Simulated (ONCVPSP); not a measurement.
**Transferability test, ONCV potential for bromine**

ONCVPSP 4.0.1 input, shortened (lines: element, Z, core and valence counts, functional; n l f; lmax; l rc ep ncon nbas qcut; lloc lpopt rc5 dvloc0; l nproj debl; icmod fcfact rcfact), PBE, scalar-relativistic:

```
  Br 35.00    6    2        4      upf
    1    0    2.00
    2    0    2.00
    2    1    6.00
    3    0    2.00
    3    1    6.00
    3    2   10.00
    4    0    1.75
    4    1    5.25
    2
    0    1.55    0.00    3    6    4.10
    1    1.35    0.00    3    7    7.20
    2    1.25    0.35    3    7    6.80
    4    4    0.90   -1.00
    0    1    1.60
    1    1    0.40
    2    2    1.50
    0    0.00    0.00
```

Energies are relative to the spin-unpolarised reference configuration 4s1.75 4p5.25; without spin polarisation the order of configurations can differ from experiment.

```csv
valence configuration,charge,ΔE all-electron (eV),error AE − PS (meV)
4s2 4p4,+1,9.479,-3.6
4s1 4p6,0,9.297,+2.5
```

Question: What are ΔE and the potential's error for 4s2 4p5?

Answer: ΔE = -3.075 eV all-electron; the error (AE − PS) is -0.3 meV.

Question: What are ΔE and the potential's error for 4s2 4p3?

Answer: ΔE = 32.240 eV all-electron; the error (AE − PS) is -13 meV.

Note: ghosts flagged at negative energy: s at -48.1 eV, d at -47.3 eV; no localised positive-energy state flagged. A true bound ghost makes a file unfit for plane-wave use.
